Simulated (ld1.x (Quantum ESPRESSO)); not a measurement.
**Se (Z = 34), PAW: configuration errors across variants**

```json
{
 "Element": "selenium",
 "Generator": "ld1.x (Quantum ESPRESSO) 7.5",
 "Type": "PAW",
 "Functional": "PBE",
 "Relativity": "scalar-relativistic",
 "Frozen core": "[Ar]",
 "Valence charge": "16",
 "Reference configuration": "3d10 4s1.75 4p4.25",
 "Partial waves": "4s (bound): rcut 1.20, rcutus 1.40 bohr; 4s channel at -0.85 Ry: rcut 1.20, rcutus 1.40 bohr; 4p (bound): rcut 1.30, rcutus 1.40 bohr; 4p channel at 3.65 Ry: rcut 1.30, rcutus 1.40 bohr; 3d (bound): rcut 0.60, rcutus 0.65 bohr; 3d channel at 1.25 Ry: rcut 0.60, rcutus 0.65 bohr",
 "Local potential": "all-electron potential smoothed inside 0.85 bohr (lloc = -1)",
 "Core correction": "Bessel-smoothed model core inside 0.60 bohr",
 "Augmentation charge": "PSQ, inside the norm-conserving radii"
}
```

All-electron excitation energies from the reference (eV): (1) 3d10 4s2 4p4 -2.701; (2) 3d10 4s2 4p3 8.144; (3) 3d10 4s2 4p2 28.493; (4) 3d10 4s1 4p4 19.682; (5) 3d10 4s2 4p1 59.361; (6) 3d9 4s2 4p5 48.972; (7) 3d10 4s1 4p5 8.181.

2 further variants failed, have other tests or too few solved ones, and are left out.

A true bound ghost makes a file unfit for plane-wave use even where its test errors are small: the radial tests pick states by their node count and pass the ghost by.

Errors AE − PS in meV (a dash: test not solved or not reliable):

```csv
change,(1),(2),(3),(4),(5),(6),(7),bound ghosts
base,+0.2,-2.5,-8.3,-6.2,-16,-424,-1.6,"s, p"
"all radii but the core radius scaled by about 1.26 (s 1.76, p 1.76, d 0.82 bohr, rcut 1.50/1.64/0.76); local potential all-electron potential smoothed inside 1.06 bohr (lloc = -1)",+0.2,-1.2,-4.0,-2.4,-9.5,-485,-0.5,s
"all radii but the core radius scaled by about 1.39 (s 1.94, p 1.94, d 0.90 bohr, rcut 1.66/1.80/0.82); local potential all-electron potential smoothed inside 1.18 bohr (lloc = -1)",+0.2,-1.0,-3.2,-2.2,-8.8,-926,-0.6,s
```

Q: Give the same row for: all radii but the core radius scaled by about 1.10 (s 1.54, p 1.54, d 0.72 bohr, rcut 1.32/1.44/0.66); local potential all-electron potential smoothed inside 0.94 bohr (lloc = -1).

A: +0.2, -1.4, -4.1, -2.2, -9.4, -343, -0.5; bound ghosts: s.
